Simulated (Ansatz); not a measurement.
`[Cl][Zr]12345678([Cl])([C@H]9[C@@H]1[C@@H]2[C@@H]3[C@H]94)[C@H]1[C@@H]5[C@@H]6[C@@H]7[C@H]18` and `[Cl][Ti]12345678([Cl])([C@H]9[C@@H]1[C@@H]2[C@@H]3[C@H]94)[C@H]1[C@@H]5[C@@H]6[C@@H]7[C@H]18` differ in one element.

Ansatz, PBE0-D4/def2-TZVP geometries, multiplicity 1. 

Elements past krypton have def2 core potentials. Scalar relativity is left out up to krypton.

| property | `[Cl][Zr]12345678([Cl])([C@H]9[C@@H]1[C@@H]2[C@@H]3[C@H]94)[C@H]1[C@@H]5[C@@H]6[C@@H]7[C@H]18` |
| --- | --- |
| LUMO energy (PBE0/def2-TZVPP) / eV | -1.77 |
| LUMO energy (PBE/def2-TZVPP) / eV | -2.61 |
| HOMO–LUMO gap (B3LYP/def2-TZVPP) / eV | 4.80 |
| HOMO energy (ωB97M-V/def2-TZVPP) / eV | -9.00 |
| LUMO energy (ωB97M-V/def2-TZVPP) / eV | 0.20 |
| HOMO energy (PBE/def2-TZVPP) / eV | -5.96 |

Question: Give the same properties after the change, and the shifts. (Estimate.)

Answer: Ansatz gave: 
| property | `[Cl][Ti]12345678([Cl])([C@H]9[C@@H]1[C@@H]2[C@@H]3[C@H]94)[C@H]1[C@@H]5[C@@H]6[C@@H]7[C@H]18` | shift |
| --- | --- | --- |
| LUMO energy (PBE0/def2-TZVPP) / eV | -2.42 | -0.65 |
| LUMO energy (PBE/def2-TZVPP) / eV | -3.41 | -0.80 |
| HOMO–LUMO gap (B3LYP/def2-TZVPP) / eV | 3.84 | -0.96 |
| HOMO energy (ωB97M-V/def2-TZVPP) / eV | -8.75 | 0.25 |
| LUMO energy (ωB97M-V/def2-TZVPP) / eV | -0.32 | -0.52 |
| HOMO energy (PBE/def2-TZVPP) / eV | -5.67 | 0.29 |

With PBE0 the HOMO rises by 0.28 eV and the LUMO falls by 0.65 eV, so the gap narrows by about 0.93 eV. PBE moves the HOMO by 0.29 eV and ωB97M-V by 0.25 eV.

B3LYP here is the variant with VWN-RPA as its local correlation; programs differ in this.

Positive LUMOs are unbound, so they and the gaps depend on the basis.
